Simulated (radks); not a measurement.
Task: Calculated with a radial shooting solver on a logarithmic mesh with Libxc functionals: Dirac Kohn-Sham, LDA (Slater exchange, Perdew-Wang correlation), spin-unpolarised, spherical densities, finite nucleus; Fermi nuclear charge, rms radius of each element as measured or else 0.836 A^(1/3) + 0.57 fm. Each species is in its NIST ground configuration. Rank Al+, B+, In+, Tl+, Ga+ by mean radius of the outermost orbital (bohr), largest first.

Result: In+ 2.46, Tl+ 2.38, Al+ 2.37, Ga+ 2.20, B+ 1.79.
